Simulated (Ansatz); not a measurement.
Relaxation of ClFH$_{4}$O$_{3}$Ti (10 atoms, charge 0, multiplicity 1), to a largest force component of 0.03 eV/Å in at most 50 steps.

Method: RKS PBE0-D4/def2-SVP (Ansatz).

```xyz
10
Properties=species:S:1:pos:R:3:forces:R:3
Ti -0.095 -0.161 0.072 0.01 0.06 1.46
O -0.183 -0.074 1.941 0.21 0.19 -1.40
H -1.036 -0.016 2.388 0.03 0.00 -0.01
O 1.580 -0.189 -0.467 0.01 0.00 0.01
H 2.031 -0.816 -1.042 -0.01 0.00 -0.01
Cl -1.336 1.413 -0.847 -0.05 0.05 -0.03
O -0.808 -1.681 -0.420 0.00 0.00 0.02
H -1.449 -2.354 -0.176 0.01 0.01 -0.02
F 1.223 2.301 1.240 -0.02 -0.06 -0.03
H 1.044 1.753 1.964 -0.18 -0.25 0.00
```

Q: Where does it end, and by what steps?

A: It converged. The force dipped under the threshold on the way, but the program's further checks kept it going. After 17 steps the energy has fallen by 0.290 eV; H3 moved furthest, 0.73 Å. Joined: Ti1–F9 (3.03 → 2.41 Å).

```json
{"step": "0", "energy less start (eV)": "0.0000", "largest force component (eV/Å)": "1.458", "accepted": "yes"}
{"step": "1", "energy less start (eV)": "-0.1237", "largest force component (eV/Å)": "0.426", "accepted": "yes"}
{"step": "2", "energy less start (eV)": "-0.1669", "largest force component (eV/Å)": "0.314", "accepted": "yes"}
{"step": "3", "energy less start (eV)": "-0.1752", "largest force component (eV/Å)": "0.356", "accepted": "yes"}
{"step": "4", "energy less start (eV)": "-0.1839", "largest force component (eV/Å)": "0.179", "accepted": "yes"}
{"step": "5", "energy less start (eV)": "-0.2029", "largest force component (eV/Å)": "0.301", "accepted": "yes"}
{"step": "6", "energy less start (eV)": "-0.2128", "largest force component (eV/Å)": "0.513", "accepted": "yes"}
{"step": "7", "energy less start (eV)": "-0.2263", "largest force component (eV/Å)": "0.466", "accepted": "yes"}
{"step": "8", "energy less start (eV)": "-0.2417", "largest force component (eV/Å)": "0.449", "accepted": "yes"}
{"step": "9", "energy less start (eV)": "-0.2727", "largest force component (eV/Å)": "0.211", "accepted": "yes"}
{"step": "10", "energy less start (eV)": "-0.2692", "largest force component (eV/Å)": "0.598", "accepted": "no"}
{"step": "11", "energy less start (eV)": "-0.2830", "largest force component (eV/Å)": "0.179", "accepted": "yes"}
{"step": "12", "energy less start (eV)": "-0.2884", "largest force component (eV/Å)": "0.116", "accepted": "yes"}
{"step": "13", "energy less start (eV)": "-0.2884", "largest force component (eV/Å)": "0.221", "accepted": "no"}
{"step": "14", "energy less start (eV)": "-0.2893", "largest force component (eV/Å)": "0.033", "accepted": "yes"}
{"step": "15", "energy less start (eV)": "-0.2898", "largest force component (eV/Å)": "0.026", "accepted": "yes"}
{"step": "16", "energy less start (eV)": "-0.2900", "largest force component (eV/Å)": "0.070", "accepted": "yes"}
{"step": "17", "energy less start (eV)": "-0.2901", "largest force component (eV/Å)": "0.013", "accepted": "yes"}
```

```xyz
10
Properties=species:S:1:pos:R:3
Ti 0.007 0.006 0.187
O -0.097 0.188 2.019
H -0.492 -0.433 2.637
O 1.654 -0.219 -0.419
H 1.962 -0.971 -0.935
Cl -1.296 1.297 -1.067
O -0.755 -1.553 -0.080
H -1.546 -1.836 -0.549
F 0.910 2.072 1.035
H 0.624 1.623 1.826
```

Whether the end is a true minimum wasn't checked by a vibrational analysis.

The run took 54 s on 4 threads of Arm Neoverse V2 (shared host), peak memory 0.34 GiB.
